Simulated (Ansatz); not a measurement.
`[OH][AlH][NH][SiH3]` + `CC[SiH2]O` → `CC[SiH2]O[SiH3]` + `[NH2][AlH][OH]`  (ligand exchange at the Si–N bond)

Gas-phase electronic energies from Ansatz, PBE0-D4/def2-TZVP geometries. CBS: MP2 limit from def2 TZ/QZ plus the TZ coupled-cluster correction, frozen cores. This one scheme is used for every species. DFT in def2-TZVPP. B3LYP here is the variant with VWN-RPA as its local correlation; programs differ in this. Each species was taken in one conformer, which may not be the lowest.

`[OH][AlH][NH][SiH3]`:

```xyz
10

O    -1.812    0.751    1.088
Al   -0.424    1.408    0.374
N     0.716    0.271   -0.374
Si    0.666   -1.450   -0.514
H    -2.486    1.275    1.515
H    -0.127    2.958    0.359
H     1.535    0.698   -0.790
H    -0.579   -1.927    0.137
H     1.839   -2.094    0.142
H     0.672   -1.890   -1.938
```

`CC[SiH2]O`:

```xyz
12

C     0.290    1.275   -0.749
C    -0.214   -0.161   -0.874
Si   -0.010   -1.163    0.690
O    -0.827   -0.508    1.968
H     1.349    1.305   -0.477
H    -0.263    1.824    0.018
H     0.178    1.827   -1.685
H    -1.272   -0.172   -1.156
H     0.320   -0.687   -1.675
H     1.446   -1.253    1.014
H    -0.569   -2.527    0.514
H    -0.428    0.240    2.413
```

`CC[SiH2]O[SiH3]`:

Z-matrix (Å, degrees):
```
C
C 1 1.526
H 1 1.093 2 111.4
H 1 1.093 2 111.6 3 120.1
H 1 1.093 2 111.4 3 -119.7
Si 2 1.866 1 113.9 3 60.7
H 2 1.096 1 110.5 3 -61.7
H 2 1.097 1 110.6 3 -178.4
O 6 1.641 2 110.9 1 -57.8
H 6 1.490 2 110.1 1 -178.8
H 6 1.487 2 110.4 1 60.5
Si 9 1.631 6 146.0 2 -56.7
H 12 1.483 9 108.5 6 178.1
H 12 1.488 9 110.3 6 58.3
H 12 1.487 9 110.5 6 -61.8
```

`[NH2][AlH][OH]`:

Cartesian coordinates in Å:
```
N 0.318 -0.734 -1.071
Al -0.171 -0.062 0.481
O -0.102 1.626 0.641
H 0.632 -0.195 -1.861
H 0.321 -1.716 -1.289
H -0.650 -1.004 1.656
H -0.346 2.086 1.442
```

Is it downhill or uphill in electronic energy at CCSD(T)/CBS, and by how much? (An estimate is asked.)

Computed: Downhill: ΔE = -12.8 kcal/mol.

What do these levels give: PBE-D4, B3LYP-D4, ωB97X-V, B2PLYP, CCSD(T)/def2-TZVPP, HF/def2-QZVPP? (Estimate.)

Computed: PBE-D4 -11.1, B3LYP-D4 -13.5, ωB97X-V -12.7, B2PLYP -13.0, CCSD(T)/def2-TZVPP -12.4, HF/def2-QZVPP -15.6 kcal/mol.

Largest T1 diagnostic among the species: 0.012.

In def2-TZVPP, CCSD(T) changes the Hartree–Fock value by +2.9 kcal/mol (the triples alone add +0.5 kcal/mol) and MP2 by +2.8 kcal/mol.
